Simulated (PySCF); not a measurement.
# Shapes and spin states of WH4

These are results of PySCF, PBE0, basis W def2-TZVP with ECP60, H def2-TZVP (scalar-relativistic core potentials, no spin–orbit coupling, density fitting), not measurements.

Relaxations began from a few typed shapes and spin states; open shells are unrestricted. The search is not exhaustive: other isomers or separated fragments can lie lower, and high-lying points may rest on an excited occupation.

Order these stationary points by electronic energy, lowest first, in kJ/mol from the lowest minimum.
A. triplet D2d: W–H 1.727 Å (×4); H–W–H 79.0° (×2), H–W–H 126.5° (×4)
B. triplet Td: W–H 1.704 Å (×4); H–W–H 109.5° (×6)
C. singlet (closed shell, unstable to spin polarisation) D2d: W–H 1.702 Å (×4); H–W–H 103.6° (×2), H–W–H 112.5° (×4)
D. triplet C1: W–H 1.668 Å, W–H 1.671 Å, W–H 1.700 Å (×2); H–W–H 59.9°, H–W–H 69.0°, H–W–H 72.9°, H–W–H 112.0°, H–W–H 119.3°
E. triplet C4v: W–H 1.682 Å (×4); H–W–H 75.2° (×4), H–W–H 119.2° (×2)
F. singlet (closed shell, unstable to spin polarisation) C4v: W–H 1.680 Å (×4); H–W–H 72.7° (×4), H–W–H 113.9° (×2)

B (0.0), D (68.5), E (75.3), C (145.0), A (156.6), F (205.1).

Which of them are minima?

By energy in kJ/mol, 0.0: minimum; 68.5: saddle point, 1 imaginary mode; 75.3: saddle point, 2 imaginary modes; 145.0: minimum of the closed-shell surface only; 156.6: minimum; 205.1: saddle point, 2 imaginary modes.

Formally W is in oxidation state +4, d2, with 2 unpaired electrons (the high-spin count). The Mulliken spin on W is 2.35. The polar-tensor charge on W, 1.13, is far below the formal one.

For the lowest minimum: open d and f shells are described by one determinant, and the ground state may have another occupation or spin. No spin–orbit coupling is included, which matters more the heavier the element.
